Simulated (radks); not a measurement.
Q: The mean radii <r> (bohr) of the occupied orbitals of an atom or ion are listed with their occupations. Method: Dirac Kohn-Sham, PW91, spin-unpolarised, spherical densities, point nucleus; computed with a radial shooting solver on a logarithmic mesh with Libxc functionals.

orbital  occ.      <r>
1s1/2       2  0.08105
2s1/2       2   0.3876
2p1/2       2   0.3488
2p3/2       4   0.3513
3s1/2       2    1.268
3p1/2       2    1.428
3p3/2       4    1.437
4s1/2       1    5.023

Name the element and its charge. Open shells, if any, fill j = l - 1/2 first.

A: Z = 19, potassium, charge 0: K in [Ar] 4s1. The 1s radius gives Z: for a bare nucleus <r> = (2 gamma + 1)/(2Z) with gamma = sqrt(1 - (Z/c)^2), 0.07844 bohr for Z = 19, and screening makes it slightly larger (0.08105 here). The occupations add up to 19, and the charge is Z minus that.
